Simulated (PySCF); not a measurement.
C₄H₅BO₂, SMILES OB(C(C)=O)C#C.

Geometry: PBE-D3(BJ)/def2-SVP. The structure was generated by enumeration, and PubChem lists no compound with its InChIKey, so it may never have been made. One conformer was computed; it need not be the lowest.

Method: PBE-D3(BJ)/def2-SVP run with PySCF.

Frequencies are harmonic and unscaled.

```json
[
 {"mode": "1", "ν (cm⁻¹)": "34", "IR (km/mol)": "3.4", "moving atoms (share of kinetic energy)": "O 41 %, C 40 %, H 18 %"},
 {"mode": "2", "ν (cm⁻¹)": "109", "IR (km/mol)": "3.4", "moving atoms (share of kinetic energy)": "C 42 %, O 33 %, H 18 %"},
 {"mode": "3", "ν (cm⁻¹)": "127", "IR (km/mol)": "12.0", "moving atoms (share of kinetic energy)": "C 37 %, O 33 %, H 25 %"},
 {"mode": "4", "ν (cm⁻¹)": "145", "IR (km/mol)": "0.9", "moving atoms (share of kinetic energy)": "H 85 %, O 9 %"},
 {"mode": "5", "ν (cm⁻¹)": "224", "IR (km/mol)": "0.1", "moving atoms (share of kinetic energy)": "O 52 %, C 31 %, H 13 %"},
 {"mode": "6", "ν (cm⁻¹)": "241", "IR (km/mol)": "7.1", "moving atoms (share of kinetic energy)": "C 68 %, H 15 %, O 13 %"},
 {"mode": "7", "ν (cm⁻¹)": "352", "IR (km/mol)": "3.8", "moving atoms (share of kinetic energy)": "C 48 %, O 31 %, H 16 %"},
 {"mode": "8", "ν (cm⁻¹)": "491", "IR (km/mol)": "29.0", "moving atoms (share of kinetic energy)": "C 54 %, H 23 %, O 17 %"},
 {"mode": "9", "ν (cm⁻¹)": "543", "IR (km/mol)": "12.0", "moving atoms (share of kinetic energy)": "C 57 %, H 30 %, O 10 %"},
 {"mode": "10", "ν (cm⁻¹)": "600", "IR (km/mol)": "19.7", "moving atoms (share of kinetic energy)": "H 45 %, B 33 %, O 11 %, C 11 %"},
 {"mode": "11", "ν (cm⁻¹)": "634", "IR (km/mol)": "10.8", "moving atoms (share of kinetic energy)": "C 43 %, H 27 %, O 24 %"},
 {"mode": "12", "ν (cm⁻¹)": "663", "IR (km/mol)": "50.9", "moving atoms (share of kinetic energy)": "H 70 %, C 22 %"},
 {"mode": "13", "ν (cm⁻¹)": "663", "IR (km/mol)": "85.0", "moving atoms (share of kinetic energy)": "H 43 %, B 33 %, C 14 %, O 10 %"},
 {"mode": "14", "ν (cm⁻¹)": "720", "IR (km/mol)": "28.5", "moving atoms (share of kinetic energy)": "H 75 %, C 25 %"},
 {"mode": "15", "ν (cm⁻¹)": "876", "IR (km/mol)": "71.5", "moving atoms (share of kinetic energy)": "C 39 %, H 32 %, B 18 %, O 12 %"},
 {"mode": "16", "ν (cm⁻¹)": "929", "IR (km/mol)": "24.6", "moving atoms (share of kinetic energy)": "H 58 %, C 22 %, B 13 %"},
 {"mode": "17", "ν (cm⁻¹)": "954", "IR (km/mol)": "25.5", "moving atoms (share of kinetic energy)": "H 51 %, C 43 %"},
 {"mode": "18", "ν (cm⁻¹)": "1097", "IR (km/mol)": "135.9", "moving atoms (share of kinetic energy)": "H 53 %, C 30 %, B 11 %"},
 {"mode": "19", "ν (cm⁻¹)": "1244", "IR (km/mol)": "89.3", "moving atoms (share of kinetic energy)": "B 34 %, H 33 %, C 26 %"},
 {"mode": "20", "ν (cm⁻¹)": "1303", "IR (km/mol)": "81.0", "moving atoms (share of kinetic energy)": "H 51 %, C 31 %, B 13 %"},
 {"mode": "21", "ν (cm⁻¹)": "1366", "IR (km/mol)": "38.9", "moving atoms (share of kinetic energy)": "H 52 %, B 27 %, C 12 %, O 9 %"},
 {"mode": "22", "ν (cm⁻¹)": "1374", "IR (km/mol)": "79.6", "moving atoms (share of kinetic energy)": "H 50 %, B 30 %, O 10 %, C 9 %"},
 {"mode": "23", "ν (cm⁻¹)": "1383", "IR (km/mol)": "36.5", "moving atoms (share of kinetic energy)": "H 93 %"},
 {"mode": "24", "ν (cm⁻¹)": "1710", "IR (km/mol)": "105.6", "moving atoms (share of kinetic energy)": "C 60 %, O 39 %"},
 {"mode": "25", "ν (cm⁻¹)": "2101", "IR (km/mol)": "41.9", "moving atoms (share of kinetic energy)": "C 90 %, H 9 %"},
 {"mode": "26", "ν (cm⁻¹)": "2959", "IR (km/mol)": "0.7", "moving atoms (share of kinetic energy)": "H 97 %"},
 {"mode": "27", "ν (cm⁻¹)": "3045", "IR (km/mol)": "1.9", "moving atoms (share of kinetic energy)": "H 91 %, C 9 %"},
 {"mode": "28", "ν (cm⁻¹)": "3088", "IR (km/mol)": "6.3", "moving atoms (share of kinetic energy)": "H 90 %, C 10 %"},
 {"mode": "29", "ν (cm⁻¹)": "3392", "IR (km/mol)": "54.4", "moving atoms (share of kinetic energy)": "H 86 %, C 14 %"},
 {"mode": "30", "ν (cm⁻¹)": "3699", "IR (km/mol)": "55.4", "moving atoms (share of kinetic energy)": "H 94 %"}
]
```
